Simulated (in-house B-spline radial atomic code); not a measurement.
PBE hybrid excitations of Pb4+

Method: PBE hybrid with 0 exact exchange. Computed with an all-electron radial atomic-structure program (B-spline basis): linear response of the closed shell [Xe] 4f14 5d10 with the functional's adiabatic kernel; scalar-relativistic (spin-free one-electron X2C), finite nucleus, no spin-orbit coupling, no double excitations, S, P, D and F terms only; shells from n = 3 respond. Only terms of natural parity with L up to 3 were computed.

Spin-orbit coupling is strong here, so these LS terms don't match observed levels.

Command:
```bash
python run_td.py task.json out
```
Settings (radii: box in bohr, nucleus in fm):
```
Z                        82
electrons                78
configuration            [Xe] 4f14 5d10
hamiltonian              x2c
method                   pbeh
box_radius               19.1
exact_exchange_fraction  0
rms_radius               5.5012
intervals                70
```

Run time, properties included: 3.2 s on 1 thread of Intel(R) Xeon(R) 6975P-C (Granite Rapids) (shared host).

The lowest states, in the order of their Tamm-Dancoff energies; the method's threshold (minus the highest occupied level) is 61.58 eV. Labels give the largest channel, * marks a mixed state, and oscillator strengths are full-response dipole values. Semilocal kernels can invert the small singlet-triplet splittings of Rydberg terms. Energies in eV:

```csv
state,full response,Tamm-Dancoff,oscillator strength
5d → 6s 3D,13.094,13.125,-
5d → 6s 1D,14.172,14.212,-
5d → 6p 3P,25.290,25.321,-
5d → 6p 3F,?,?,-
5d → 6p 1F,25.946,25.948,-
5d → 6p 1P,27.001,27.099,1.06
5d → 6d 3S,38.93,38.95,-
5d → 6d 3D,?,?,-
5d → 6d 1D,39.79,39.80,-
5d → 7s 3D,40.16,40.17,-
```

**Question.** Where does 5d → 6p 3F lie?

**Answer.** At 25.480 eV in full response, 25.499 eV in Tamm-Dancoff.

**Question.** Where does 5d → 6d 3D lie?

**Answer.** At 39.46 eV in full response, 39.47 eV in Tamm-Dancoff.

**Question.** How large is the singlet-triplet splitting of 5d → 6s (D terms) in Tamm-Dancoff?

**Answer.** 1.09 eV, from the unrounded values.

**Question.** What polarisabilities and dispersion coefficient does the method give?

**Answer.** Dipole 3.868 bohr³, quadrupole 11.73 bohr⁵, C6 20.58 hartree·bohr⁶ for two such species.
